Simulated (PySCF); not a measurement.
# What a mistake does to a calculation on BGeH5N

All numbers below are calculated, not measured. They come from PySCF 2.14.0, an open-source quantum chemistry program, on an isolated molecule that a program drew, which may never have been made. The molecule is BGeH5N (charge 0, doublet), drawn as the SMILES string `[BH2][GeH][NH2]`.

Each row is a Hartree-Fock (HF) and frozen-core CCSD(T) single point in the cc-pVDZ basis, meant for a local HF minimum. Run 1 is clean. Each other run has one planted mistake out of seven kinds, and not every kind appears here: one electron removed, one electron added, multiplicity raised by two, geometry at a saddle point, minimal basis STO-3G, one bond length entered in bohr, all coordinates scaled. The reference is restricted for singlets and unrestricted otherwise, and also for a bond in bohr. Adding or removing an electron swaps singlet and doublet. Electrons count all cores. HOMO and LUMO are orbital energies over both spins, the gradient is its largest component, and the lowest frequency (negative if imaginary) is given only where the gradient is small. Bond lengths are over the 7 bonds as drawn. T1 is the CCSD diagnostic: over 0.02 (restricted) or 0.045 (unrestricted) a single reference is doubtful. Germanium has the cc-pVDZ-PP basis, with a core potential (ECP10MDF) in place of its 10 inner electrons, and its 3s, 3p and 3d shells are frozen in CCSD(T).

Geometry of the clean run:
```xyz
8
BGeH5N, angstrom
B    -2.4289    2.5519   -0.7977
Ge   -2.2655    0.6141   -0.5254
N    -2.9281   -0.3056    0.8815
H    -1.9812    3.0157   -1.8061
H    -2.9524    3.2263    0.0419
H    -1.6487   -0.4251   -1.4588
H    -2.5760   -1.2186    1.0961
H    -3.2053    0.1872    1.7091
```

| run | electrons | basis functions | <S^2> | HOMO (eV) | LUMO (eV) | gradient (hartree/bohr) | lowest frequency (cm^-1) | mean bond (Å) | longest bond (Å) | T1 | HF (hartree) | CCSD(T) (hartree) | mistake |
|---|---|---|---|---|---|---|---|---|---|---|---|---|---|
| 1 | 49 | 76 | 0.758 | -7.25 | 1.09 | 2.2e-05 | 180 | 1.3851 | 1.964 | 0.0187 | -375.38237 | -375.77890 | no fault |
| 2 | 49 | 76 | 0.758 | -7.18 | 1.17 | 5.4e-05 | -222 | 1.3829 | 1.962 | 0.0184 | -375.38217 | -375.77857 | geometry at a saddle point |
| 3 | 50 | 76 | 0.000 | -0.19 | 8.76 | 5.2e-02 | - | 1.3851 | 1.964 | 0.0161 | -375.36474 | -375.79704 | one electron added |
| 4 | 49 | 76 | 1.621 | -7.29 | 0.82 | 1.2e-02 | - | 1.5792 | 2.885 | 0.0479 | -375.27709 | -375.66497 | ? |
| 5 | 49 | 76 | 0.758 | -7.30 | 1.20 | 4.4e-02 | - | 1.3269 | 1.881 | 0.0162 | -375.36860 | -375.75903 | ? |

**Which mistake was planted in run 4, and what did it cost?**

The mean bond changes by a factor of 1.140 and the longest by 1.469, so the molecule wasn't scaled as a whole. A length L in bohr read as angstrom grows by (1/0.5292 - 1) L = 0.890 L. The 7 bonds together grew by 7 x 0.1941 = 1.359 Å, which gives L = 1.527 Å. That is bond Ge2-H6, 1.527 Å in the clean geometry. So the mistake is: one bond length entered in bohr. Subtracting run 1 and multiplying by 627.51 kcal/mol a hartree, the energy moved by 66.1 kcal/mol in HF and 71.5 kcal/mol in CCSD(T).

**Which mistake was planted in run 5, and what did it cost?**

The mean and the longest bond both change by the same factor, 0.958, and the gradient is no longer small. So the mistake is: all coordinates scaled. Subtracting run 1 and multiplying by 627.51 kcal/mol a hartree, the energy moved by 8.6 kcal/mol in HF and 12.5 kcal/mol in CCSD(T).

Cautions from the logs. Run 4: T1 is over the limit, so its CCSD(T) energy is less reliable.
